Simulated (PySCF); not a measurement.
Computed magnetic data of one metal complex (SC-NEVPT2 in the d shell, PySCF, with spin-orbit coupling):

| T / K | χT / cm³ K mol⁻¹ | μeff / μB |
| --- | --- | --- |
| 2 | 0.028 | 0.48 |
| 5 | 0.070 | 0.75 |
| 10 | 0.121 | 0.98 |
| 20 | 0.160 | 1.13 |
| 30 | 0.176 | 1.19 |
| 50 | 0.198 | 1.26 |
| 75 | 0.221 | 1.33 |
| 100 | 0.244 | 1.40 |
| 150 | 0.287 | 1.52 |
| 200 | 0.331 | 1.63 |
| 250 | 0.374 | 1.73 |
| 300 | 0.416 | 1.82 |

Powder magnetisation at 2 K: 0.01 μB at 0.5 T, 0.03 μB at 1 T, 0.05 μB at 2 T, 0.08 μB at 3 T, 0.13 μB at 5 T, 0.18 μB at 7 T.

Q: Which of these complexes, all computed at model or optimised geometries, gave the data?
A. [MoBr6]2- (d2, octahedral)
B. [TiBr4]2- (d2, tetrahedral)
C. [Ni(OH)4]2- (d8, tetrahedral)
D. V(OH)3 (d2, trigonal planar)

A: A. [MoBr6]2- (d2, octahedral) has NEVPT2: 2S+1 = 3, 1.82 μB at 300 K, 0.98 μB at 10 K, 0.18 μB at 7 T. The others: V(OH)3 (d2, trigonal planar) has NEVPT2: 2S+1 = 3, 2.80 μB at 300 K, 2.48 μB at 10 K, 1.20 μB at 7 T; [Ni(OH)4]2- (d8, tetrahedral) has NEVPT2: 2S+1 = 3, 4.20 μB at 300 K, 1.02 μB at 10 K, 0.16 μB at 7 T; [TiBr4]2- (d2, tetrahedral) has NEVPT2: 2S+1 = 3, 2.90 μB at 300 K, 2.67 μB at 10 K, 1.86 μB at 7 T.

The d shell alone is too small an active space for [MoBr6]2- (an active orbital has only 0.58 squared overlap with the free ion's shell): its levels, fitted parameters, g values and moments show what this model gives and aren't sound predictions.

On [MoBr6]2-: The ground state is orbitally degenerate in this regular structure, which would distort (Jahn–Teller), so its moment is that of the undistorted model.
